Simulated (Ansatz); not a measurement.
CH3NOSi⁺, that is Si(NCO)H3 with one electron fewer. Total charge 1; doublet. Geometry r2SCAN-D4/def2-TZVP, that of the neutral singlet; atoms count from 1.

Cartesian coordinates in Å:
```
Si 0.595 0.068 0.840
N -0.406 -0.077 -0.532
C -1.080 -0.129 -1.516
O -1.745 -0.187 -2.477
H 2.010 -0.060 0.422
H 0.253 -1.006 1.799
H 0.372 1.392 1.464
```

(1) Estimate the Mulliken populations from the PBE0/def2-TZVP orbitals of Ansatz.

(2) Where does the spin sit?

(3) And the Mayer bond orders between bonded heavy atoms (over 0.3)?

## Answers

(1) 
```json
{"atom": "Si1", "charge (e)": "0.25", "spin (α − β)": "0.01"}
{"atom": "N2", "charge (e)": "-0.06", "spin (α − β)": "0.49"}
{"atom": "C3", "charge (e)": "0.42", "spin (α − β)": "-0.13"}
{"atom": "O4", "charge (e)": "0.03", "spin (α − β)": "0.36"}
{"atom": "H5", "charge (e)": "0.11", "spin (α − β)": "0.05"}
{"atom": "H6", "charge (e)": "0.16", "spin (α − β)": "0.18"}
{"atom": "H7", "charge (e)": "0.11", "spin (α − β)": "0.05"}
```
Mulliken values and Mayer orders depend strongly on the basis.

(2) Summed by element: Si 0.01, N 0.49, C -0.13, O 0.36, H 0.27, of 1 unpaired in all. Largest on single atoms: N2 0.49, O4 0.36, H6 0.18.

(3) Si1–N2 1.10 (1.70 Å); N2–C3 1.90 (1.19 Å); C3–O4 2.12 (1.17 Å).
